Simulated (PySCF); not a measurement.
Cd(I)(SeH) (CdHISe), SMILES [SeH][Cd][I].

Geometry optimised at PBE0-D3(BJ)/def2-SVP. The structure was generated by enumeration; whether it is a known compound was not checked. The def2 effective core potentials stand for the cores of Cd, I; spin–orbit coupling is left out. The values are those of a single conformer.

Method: ωB97X/def2-TZVPD (PySCF).

Isolated molecule, no solvent.

Question: Estimate the frontier levels, gap, dipole moment and polarisability. (The exact figures need the calculation; the answer reports its results.)

Answer: 
highest occupied level: -9.40 eV
lowest empty level: -0.20 eV
orbital gap: 9.20 eV
dipole moment: 0.77 D
quadrupole, principal values (traceless, Buckingham form, about the centre of nuclear charge): -8.96, 1.01, 7.95 D·Å
mean static polarisability: 102.2 bohr³ (15.15 Å³)
polarisability, principal values: 77.5, 78.5, 150.8 bohr³
